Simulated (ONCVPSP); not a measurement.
Before and after: ONCV potential for As (Z = 33)

As, optimised norm-conserving Vanderbilt (ONCV), made with ONCVPSP 4.0.1 (PBE, scalar-relativistic). Core [Ar], reference 3d10 4s2 (charge +3). Waves: 4s: rc 1.65 bohr, ncon 4, nbas 8, qcut 3.4 1/bohr, 2 projectors, debl 2.6 Ha; p scattering state at 0.32 Ha: rc 1.35 bohr, ncon 3, nbas 7, qcut 6.2 1/bohr, 2 projectors, debl 3.4 Ha; 3d: rc 0.70 bohr, ncon 4, nbas 9, qcut 26.1 1/bohr, 2 projectors, debl 1.5 Ha. Local part: polynomial inside 0.60 bohr (lpopt 5, dvloc0 2 Ha). Core correction: none.

In the p channel the program set the typed energies aside and used 0.050, 3.450 Ha. In the d channel the program set the typed energies aside and used -2.753, 0.250 Ha.

All-electron outer shells of the reference configuration (PBE, scalar-relativistic, ld1.x):

```
shell  level (eV)  outermost node (bohr)  outermost maximum (bohr)
   3p     -168.08                   0.22                      0.52
   3d      -74.92                      –                      0.47
   4s      -44.43                   0.73                      1.53
```

Change: p: rc 1.84.

Cutoffs: the cutoffs (Ha) at which the residual kinetic energy of the hardest occupied pseudo-wave falls to 1 and 0.1 mHa per electron; they do not see the model core or the augmentation charge, which bear on the density cutoff. Errors are all-electron minus pseudo energies relative to the spin-unpolarised reference configuration.

**Question.** How do hardness, ghosts and transferability respond?

**Answer.** The potential gets neither clearly harder nor softer (231 Ha and 263 Ha → 231 Ha and 263 Ha); both files keep a bound ghost (s); the lowest positive-energy flag moves from p at 38.5 eV to p at 23.2 eV; the errors of the 4 common tests hardly move.

| quantity | base | changed |
| --- | --- | --- |
| cutoff, loose | 231 Ha | 231 Ha |
| cutoff, tight | 263 Ha | 263 Ha |
| bound ghosts | s | s |
| GHOST(+) flags under 300 eV | p at 38.5 eV | p at 23.2 eV |
| error for 3d10 4s2 4p3, meV [ΔE -54.77 eV] | +324 | +305 |
| error for 3d10 4s2 4p2, meV [ΔE -45.62 eV] | +244 | +229 |
| error for 3d10 4s2 4p1, meV [ΔE -27.70 eV] | +127 | +120 |
| error for 3d10 4s1 4p3, meV [ΔE -35.51 eV] | +337 | +318 |
| s: phases at 1.67 bohr within 0.05 rad from the reference energy up to (Ha; the scan ends near 5) | 3.9 | 3.9 |
| d: phases at 0.71 bohr within 0.05 rad from the reference energy up to (Ha; the scan ends near 5) | to the end of the scan | to the end of the scan |

 A true bound ghost makes a file unfit for plane-wave use even where its test errors are small: the radial tests pick states by their node count and pass the ghost by.
